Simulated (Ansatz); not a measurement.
Cartesian coordinates in Å:
```
O -1.269 0.169 1.971
B -0.748 -0.553 0.903
O -1.114 -1.893 0.919
O 0.823 -0.428 0.893
C 1.501 0.138 -0.014
C 0.955 0.715 -1.149
C -0.420 0.647 -1.296
O -1.199 0.106 -0.457
H -1.021 1.093 1.970
H -0.762 -2.397 0.186
H 2.582 0.147 0.148
H 1.577 1.186 -1.895
H -0.906 1.070 -2.178
```

Total charge 0; spin multiplicity 1.

(1) List the r2SCAN/def2-TZVPP orbital energies in eV (Ansatz 0.2.0). (Best estimate.)

Results:

(1) Computed: Occupied: -517.12, -517.12, -514.93, -514.90, -276.18, -276.18, -273.72, -182.16, -29.31, -28.41, -26.20, -25.57, -21.19, -17.88, -16.55, -14.43, -14.08, -13.74, -12.19, -12.09, -11.99, -11.42, -10.74, -9.76, -8.82, -8.11, -8.11, -7.25, -6.90, -6.88. Lowest empty: -3.18, 0.43, 0.83, 1.47, 1.98, 2.30, 3.11, 3.32.
